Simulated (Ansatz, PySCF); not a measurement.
methyl pivalate (C6H12O2), SMILES COC(=O)C(C)(C)C.

Geometry optimised at PBE0-D3(BJ)/def2-SVP.

Vertical ionisation energy (IE) and electron affinity (EA) in eV. Rows of orbital energies are one-electron estimates. Where ΔSCF, EOM or ADC give a negative EA the extra electron is unbound and the value depends on the basis.

```
level                                                                        IE     EA
------------------------------------------------------------------------  -----  -----
−ε(HOMO), −ε(LUMO), r2SCAN/def2-SVP (PySCF)                                6.34   0.34
−ε(HOMO), −ε(LUMO), PBE/def2-SVP (PySCF)                                    ___    ___
ΔSCF, CAM-B3LYP/def2-SVPD (Ansatz), final states of multiplicity 2 and 2  10.13  -1.68
ΔSCF, PBE/def2-SVPD (Ansatz), final states of multiplicity 2 and 2         9.56  -1.33
```

**Question.** What belongs in the gaps? (An estimate is asked for; the answer gives what the named calculation found.)

**Answer.** 
- −ε(HOMO), −ε(LUMO), PBE/def2-SVP (PySCF), IE: 5.95
- −ε(HOMO), −ε(LUMO), PBE/def2-SVP (PySCF), EA: 0.53

**Question.** What vertical singlet–triplet gap does ΔSCF give with CAM-B3LYP/def2-SVPD (Ansatz, a quantum-chemistry and plane-wave program) and with PBE/def2-SVPD (Ansatz)? (An estimate is asked for; the answer gives what the named calculation found.)

**Answer.** 5.36 and 5.26 eV (triplet above singlet where positive).
